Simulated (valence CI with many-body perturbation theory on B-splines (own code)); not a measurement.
Values are calculated unless marked as measured or tabulated.
# Dy26+: what the settings do

Level of theory: valence CI with perturbative core correlation (CI+MBPT): four valence electrons over a frozen Dirac-Fock core [Kr], a basis of 6 s, 6 p, 5 d, 5 f, 1 g functions for each j, with the one-electron correlation potential Σ1 (screened to all orders), the two-electron term Σ2, the three-electron term Σ3, Breit, model QED; selected single and double excitations, second order for the rest, scaled by the run's own slope (own B-spline code, finite nucleus).

No measured spectrum was set against this ion. As an estimate, large intervals hold to a few tenths of a per cent, small ones and those within an open d or f shell to about a per cent. Only levels of the ground parity were solved; by the run's estimate the other parity begins above the list, which can be wrong where configurations are misplaced.

The reference run has the lowest level (4d3/2^4) J=0 and an ionisation energy of 925.786 eV. Its largest variational space holds 8961 state functions.

Levels are named by their leading jj configuration (3d3/2^4 stands for four electrons in 3d with j = 3/2), which in mixed levels can hold well under half, so a name can repeat and another be missing. Letters in brackets count levels of one name in rising energy.

Changed runs:
A. Davidson tolerance 2e-05 → 0.001
B. scale of Σ1 1 → 0.8; factor on the speed of light 1 → 100; QED terms on → off
C. cutoff of virtual states (hartree) 8712 → 1500
D. cutoff of virtual states (hartree) 8712 → 150 (bad on purpose)

Excitation energies of the reference run in cm⁻¹, and shifts in cm⁻¹:

```csv
Level,Reference,A,C,D
(4d3/2^3 4d5/2) J=1,51670,0,-12,-69
(4d3/2^3 4d5/2) J=2,78378,0,-15,-83
(4d3/2^3 4d5/2) J=4,84506,0,-12,-61
(4d3/2^3 4d5/2) J=3,89701,0,-15,-77
(4d3/2^2 4d5/2^2) J=0,129316,0,-24,-142
(4d3/2^2 4d5/2^2) J=4 [a],135450,0,-24,-132
(4d3/2^2 4d5/2^2) J=2 [a],139763,0,-21,-118
(4d3/2^2 4d5/2^2) J=3 [a],141282,0,-23,-122
(4d3/2^2 4d5/2^2) J=5,152931,0,-24,-120
(4d3/2^2 4d5/2^2) J=1,158694,0,-25,-142
(4d3/2^2 4d5/2^2) J=6,161663,0,-24,-116
(4d3/2^2 4d5/2^2) J=4 [b],171782,0,-24,-127
Ionisation energy (eV),925.786,0,-0.014,-0.226
```

No effect on these energies: A.

Run B ends with another lowest level, (4d3/2^2 4d5/2^2) J=0, and an ionisation energy of 924.525 eV.
